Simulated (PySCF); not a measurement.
# How methods differ on the ionisation energy of Xe

Xe [Xe] (1S) → Xe⁺ [Kr] 4d10 5s2 5p5 (2P), as a difference of total energies. Calculation: PySCF 2.14, in x2c-TZVPall; scalar relativity by spin-free X2C-1e. Correlated levels: valence: [Kr] 4d10 frozen. The calculations carry no spin-orbit coupling.

```json
{"method": "UHF", "ionisation energy (eV)": "11.543"}
{"method": "M06-L", "ionisation energy (eV)": "12.314"}
{"method": "BP86", "ionisation energy (eV)": "12.542"}
{"method": "MP2 (valence)", "ionisation energy (eV)": "12.302"}
{"method": "SCS-MP2 (valence)", "ionisation energy (eV)": "12.232"}
```

Errors of the correlated levels include the incompleteness of this basis and the frozen core.

Q: Which method comes closest to the reference value, and which is furthest?

A: The reference is 12.565 eV (measured; NIST levels, between the centres of gravity of the two terms). Closest: BP86 (error -0.023 eV); furthest: UHF (error -1.022 eV).
